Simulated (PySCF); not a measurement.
Breaking a bond: I2, singlet.

Computed with CCSD(T) on UHF/def2-SVP, 8 core orbitals frozen, def2 effective core potentials past Kr (PySCF 2.14.0).

**Question.** Relative to R = 2.71 Å, what are the energies at R = 2.56, 2.83, 3.60, 5.27 Å?

**Answer.** 17.4 kJ/mol at 2.56 Å, 3.5 kJ/mol at 2.83 Å, 116.8 kJ/mol at 3.60 Å, 140.6 kJ/mol at 5.27 Å.

The unrestricted determinant behind UCCSD(T) is spin-contaminated at 2.90 to 7.95 Å (<S²> up to 1.0, against 0.00 for a pure singlet).
